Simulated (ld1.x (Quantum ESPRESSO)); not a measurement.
**samarium (Sm): one change to an RRKJ potential, before and after**

ld1.x (Quantum ESPRESSO) 7.5 input, shortened:

```
&input
   title='Sm', zed=62., rel=2, dft='WC', iswitch=3,
   config='[Xe] 4f5 5d1 6s0 6p0', rel_dist='average'
 /
 &inputp
   pseudotype=2, tm=.false., rho0=0.005, lloc=0,
   nlcc=.false.
 /
3
5P  2  1   6.00   0.00  2.40  2.40  0.0
5D  3  2   1.00   0.00  2.10  2.10  0.0
5S  1  0   2.00   0.00  1.65  1.65  0.0
 &test
   configts(1)='5s2 5p6 5d1 6s0 6p0'
 /
```

Open shells are filled in proportion to 2j + 1 (rel_dist='average').

All-electron outer shells of the reference configuration (Wu–Cohen, scalar-relativistic, ld1.x):

```
shell  level (eV)  outermost node (bohr)  outermost maximum (bohr)
   5s      -60.22                   0.68                      1.25
   5p      -39.42                   0.73                      1.42
   4f      -21.46                      –                      0.61
   5d      -15.09                   0.83                      1.94
   6s      -14.45                   1.64                      3.15
   6p      -10.36                   1.93                      3.90
```

Change: wave 5s (bound): rc 1.65 bohr becomes 5s (bound): rc 1.20 bohr.

Cutoffs: the cutoffs (Ry, on a coarse ladder) from which the occupation-weighted sum of valence levels, in a spherical-Bessel basis at the reference potential, stays within 10 and 1 mRy of its value at 400 Ry; they do not see the model core or the augmentation charge, which bear on the density cutoff. Errors are all-electron minus pseudo energies relative to the spin-unpolarised reference configuration.

Question: How do hardness, ghosts and transferability respond?

Answer: The potential gets harder (50 Ry and 90 Ry → 90 Ry and 180 Ry); both files keep a bound ghost (p); of the 7 tests that both files solve, the error grows in 0 and shrinks in 5 by more than 15 % and 0.3 meV (median size 261.8 → 167.0 meV). A smaller radius makes the pseudo-wave follow the all-electron one further in, where it bends more sharply, so more plane waves are needed. Less of the atom is replaced, so other configurations are described better.

| quantity | base | changed |
| --- | --- | --- |
| cutoff, loose | 50 Ry | 90 Ry |
| cutoff, tight | 90 Ry | 180 Ry |
| loose cutoff by channel (10 mRy a level) | p 12 Ry, d 15 Ry, s 45 Ry | p 12 Ry, d 15 Ry, s 60 Ry |
| bound ghosts | p1/2 | p1/2 |
| error for 5s2 5p6 5d1 6s2 6p0, meV [ΔE -18.14 eV] | +262 | +167 |
| error for 5s2 5p6 5d1 6s1 6p0, meV [ΔE -11.66 eV] | +166 | +102 |
| error for 5s2 5p6 5d0 6s0 6p0, meV [ΔE 19.65 eV] | -21 | -21 |
| error for 5s2 5p5 5d1 6s2 6p0, meV [ΔE 12.93 eV] | +413 | +230 |
| error for 5s2 5p6 5d1 6s0 6p1, meV [ΔE -8.24 eV] | +35 | +38 |
| error for 5s2 5p6 5d0 6s2 6p0, meV [ΔE -11.89 eV] | +387 | +241 |
| error for 5s2 5p6 5d0 6s2 6p1, meV [ΔE -16.10 eV] | +362 | +244 |
| s: phases at 2.60 bohr within 0.05 rad from the reference energy up to (Ry; the scan ends near 5) | -1.1 | -0.8 |
| p1/2: phases at 2.60 bohr within 0.05 rad from the reference energy up to (Ry; the scan ends near 5) | 0.2 | 0.7 |
| p3/2: phases at 2.60 bohr within 0.05 rad from the reference energy up to (Ry; the scan ends near 5) | 0.1 | 0.2 |
| d3/2: phases at 2.60 bohr within 0.05 rad from the reference energy up to (Ry; the scan ends near 5) | 3.0 | 3.0 |
| d5/2: phases at 2.60 bohr within 0.05 rad from the reference energy up to (Ry; the scan ends near 5) | 2.9 | 2.9 |

 A true bound ghost makes a file unfit for plane-wave use even where its test errors are small: the radial tests pick states by their node count and pass the ghost by.
